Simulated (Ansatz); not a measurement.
Geometry optimisation, RKS PBE-D4/def2-SVP in Ansatz 0.2.0.

Input file:

```yaml
crystal:
  periodic: [false, false, false]
  atoms:
    - { symbol: Si, position_ang: [0.0, 0.0, 0.0] }
    - { symbol: Cl, position_ang: [0.0, 0.0, 2.13] }
    - { symbol: "N", position_ang: [1.7163, 0.0, -0.6061] }
    - { symbol: H, position_ang: [2.2145, -0.918, -0.7868] }
    - { symbol: H, position_ang: [2.2175, 0.918, -0.7783] }
    - { symbol: H, position_ang: [-0.6877, 1.1914, -0.4862] }
    - { symbol: F, position_ang: [-0.7489, -1.2974, -0.5295] }
basis:
  gaussian: { orbitals: def2-SVP }
hamiltonian:
  xc: pbe
  dispersion: d4
relax:
  f_tol: 0.02
  max_steps: 40
```

Command:

```bash
$ ansatz run input.yaml --threads 2 --pin off --max-ram 3072MiB --backend cpu --events-out ev --progress --plain --runs-dir out
```

Q: Where does it end, and by what steps?

A: The run converged. The force dipped under the threshold on the way, but the program's further checks kept it going. After 14 steps the energy has fallen by 0.371 eV; H4 moved furthest, 0.40 Å.

```
step  energy less start (eV)  largest force component (eV/Å)  accepted
   0                  0.0000                           3.512       yes
   1                 -0.2855                           1.557       yes
   2                 -0.3580                           0.312       yes
   3                 -0.3641                           0.068       yes
   4                 -0.3661                           0.223       yes
   5                 -0.3669                           0.200       yes
   6                 -0.3653                           0.353        no
   7                 -0.3699                           0.037       yes
   8                 -0.3703                           0.023       yes
   9                 -0.3704                           0.055       yes
  10                 -0.3705                           0.039       yes
  11                 -0.3706                           0.020       yes
  12                 -0.3707                           0.016       yes
  13                 -0.3707                           0.031       yes
  14                 -0.3707                           0.015       yes
```

```xyz
7
Properties=species:S:1:pos:R:3
Si 0.061 0.012 -0.019
Cl 0.026 -0.161 2.052
N 1.633 -0.043 -0.694
H 2.315 -0.758 -0.434
H 2.083 0.826 -0.989
H -0.595 1.283 -0.434
F -0.811 -1.265 -0.538
```

The run took 15 s on 2 threads of Intel(R) Xeon(R) CPU @ 2.60GHz (Ice Lake) (shared host), peak memory 0.16 GiB.
